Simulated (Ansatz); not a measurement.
Calculated with Ansatz (gas phase, PBE0-D4/def2-TZVP geometries, no zero-point term in ΔE). CCSD(T)/CBS is the MP2 limit (def2-TZVPP, def2-QZVPP) plus CCSD(T) − MP2 in def2-TZVPP, frozen cores. Functionals use def2-TZVPP. B3LYP here is the variant with VWN-RPA as its local correlation; programs differ in this. For Ge outer-core shells are correlated without core-valence functions, which leaves a few kJ/mol of doubt a bond. Scalar relativity is left out up to krypton. One conformer a species, not always the lowest.

Consider the isomerisation: `C[N]1[CH2][GeH2]1` → `C=[N][GeH2][CH3]`.

```json
{"level": "PBE-D4", "ΔE (kcal/mol)": "-25.7"}
{"level": "r2SCAN-D4", "ΔE (kcal/mol)": "-27.7"}
{"level": "B3LYP-D4", "ΔE (kcal/mol)": "-31.1"}
{"level": "r2SCAN", "ΔE (kcal/mol)": "-27.7"}
{"level": "MP2/def2-TZVPP", "ΔE (kcal/mol)": "-28.5"}
{"level": "CCSD(T)/def2-TZVPP", "ΔE (kcal/mol)": "-30.6"}
{"level": "SCS-MP2/def2-QZVPP", "ΔE (kcal/mol)": "-29.9"}
{"level": "MP2/CBS(def2)", "ΔE (kcal/mol)": "-26.4"}
```

Problem. What does CCSD(T)/CBS give? (Estimate.)

Solution. Ansatz gave: -28.6 kcal/mol. The listed levels differ from it by 2.9, 0.9, -2.5, 0.9, 0.1, -2.0, -1.3, 2.2 kcal/mol.

Largest T1 diagnostic among the species: 0.012.

In def2-TZVPP, CCSD(T) changes the Hartree–Fock value by +9.1 kcal/mol (the triples alone add +1.0 kcal/mol) and MP2 by +11.2 kcal/mol.
